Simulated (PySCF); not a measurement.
**Computed structure and properties of [Gd(NH3)2]3+**

System: [Gd(NH3)2]3+ (singlet in the valence; each metal's 4f electrons, 7 of them, lie in its core potential, out of spins and levels); start: displaced along the imaginary mode (C1). Method: PySCF 2.14.0, RKS r2SCAN, Gd lcecp-1-SVP with ECP53, N def2-SVP, H def2-SVP; non-relativistic Hamiltonian with scalar-relativistic core potentials where named; density fitting; no spin-orbit coupling.

Input of the relaxation:

```python
mol = gto.M(atom='''
Gd     0.04636     0.00693     0.00000
N     -0.20930    -0.03131     2.45668
H      0.56725     0.43129     2.97994
H     -1.04845     0.42894     2.87147
H     -0.24263    -0.96851     2.91165
N     -0.20930    -0.03131    -2.45668
H      0.56690    -0.50368    -2.97057
H     -1.04810    -0.50133    -2.86211
H     -0.24263     0.89673    -2.93039''',
    basis={'Gd': 'lcecp-1-SVP', 'N': 'def2-SVP', 'H': 'def2-SVP'},
    ecp={'Gd': 'lcecp-1-SVP'},
    charge=3, spin=0)
mf = dft.RKS(mol, xc='R2SCAN')
mf.grids.atom_grid = (50, 194)  # f atoms: unpruned, at least (60, 302)
mf = mf.density_fit()  # fitting sets: Gd AutoAux, N def2-universal-JKFIT, H def2-universal-JKFIT
mf.conv_tol = 1e-08; mf.max_cycle = 55
mf.kernel(dm0)  # dm0: converged density of the start geometry
# quasi-Newton relaxation in Cartesian coordinates to a largest gradient under 0.00045 Eh/bohr, steps kept in the point group
```

Run from Python with OMP_NUM_THREADS=2; the lines above give its settings. Where DIIS fails, smearing, a level shift and second-order steps follow.
It took 97 s on 2 threads of AMD EPYC 7B13 (Zen 3), with other jobs on the host, from the converged density of the start.

Course of the relaxation:

```csv
step,energy above end (eV),largest force component within the symmetry (eV/Å)
0,0.4006,0.247
1,0.3894,0.279
2,0.3773,0.307
3,0.3637,0.330
4,0.3486,0.345
5,0.3322,0.353
6,0.3148,0.353
7,0.2968,0.346
15,0.0031,0.158
16,0.0013,0.107
17,0.0007,0.048
18,0.0003,0.039
19,0.0001,0.023
20,0.0000,0.019
```
(The steps between are left out.)

Relaxed geometry (C1):

```xyz
9

Gd    1.1768    0.1916    0.0000
N    -0.1853   -0.0263    1.9545
H     0.2424    0.3420    2.8323
H    -1.1074    0.4588    1.9364
H    -0.4492   -0.9971    2.2296
N    -0.1851   -0.0296   -1.9541
H     0.2667   -0.5213   -2.7559
H    -1.0800   -0.5527   -1.8489
H    -0.4989    0.8623   -2.3939
```

| contact | Å |
| --- | --- |
| Gd1–N2 (NH3) | 2.392 |
| Gd1–N6 (NH3) | 2.392 |

On the finer grid (75, 302):

* HOMO: -24.71 eV
* LUMO: -18.53 eV
* Dipole about the centre of mass: 3.73 D
* Set of Mulliken populations of Gd1 outside the core potential: s 2.15, p 6.09, d 0.62, f 0.02
* D3(BJ) dispersion energy (not in the energies): -0.040 eV

```tsv
atom	Mulliken (e)	Löwdin (e)	spin (e)
Gd1	2.12	1.93	0.00
N2	-0.39	-0.01	0.00
H3	0.28	0.18	0.00
H4	0.28	0.18	0.00
H5	0.28	0.18	0.00
N6	-0.39	-0.01	0.00
H7	0.28	0.18	0.00
H8	0.28	0.18	0.00
H9	0.28	0.18	0.00
```

The 4f levels lie in the core potential and are missing. Their spin isn't counted.

No frequency check is given for this geometry.

Taking off one NH3 (charge 0, singlet; the rest: singlet) in vacuum, both parts rigid, costs 4.65 eV; the small basis without counterpoise inflates it. Parting with an electron moved from the ligand to the metal can be far cheaper, even downhill.

Rigid scan of NH3 along the line from its metal:

distance to N2 (Å), energy (eV) and a bar:
```
     2.09      0.555 ##############################
     2.19      0.214 ############
     2.29      0.047 ###
     2.39      0.000 
     2.49      0.036 ##
     2.59      0.127 #######
     2.79      0.405 ######################
```

One start shape was tried, so this needn't be the lowest isomer.

An lcecp potential fixes the number of 4f electrons, so in runs with it no electron can move into or out of that shell.
